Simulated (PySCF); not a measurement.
# Mayer bond orders and bond lengths

Cu(AsH3)(NH2) (singlet state).
Z-matrix (Å and degrees, PBE0-D3(BJ)/def2-SVP geometry), rows numbered from 1:
```
Cu
As  1  2.2740
H   2  1.5128  1  120.17
H   2  1.5129  1  120.31  3  -119.63
H   2  1.5133  1  120.66  3   120.34
N   1  1.8249  2  176.17  3   -62.59
H   6  1.0210  1  113.71  3  -178.71
H   6  1.0211  1  113.54  7  -119.88
```

Bond orders from the PBE0/pcSseg-1 (pcSseg-2 on Cu) density (PySCF). Isolated species at its PBE0-D3(BJ)/def2-SVP geometry, gas phase. The calculation is non-relativistic, for arsenic too.

Question: Give the Mayer order of every bond, beside its length.

Answer: 
```csv
bond,length (Å),Mayer order
Cu1–As2,2.274,0.675
Cu1–N6,1.825,0.927
As2–H3,1.513,0.935
As2–H4,1.513,0.933
As2–H5,1.513,0.933
N6–H7,1.021,0.943
N6–H8,1.021,0.943
```

Question: Sum the orders of all bonds at each heavy atom with more than one neighbour.

Answer: Cu1 1.602, As2 3.476, N6 2.813. Orders between atoms that aren't bonded are not in these sums.

For a closed shell the Mayer order of atoms A and B is Σ (PS)μν (PS)νμ over the basis functions μ on A and ν on B, with P the density and S the overlap matrix.
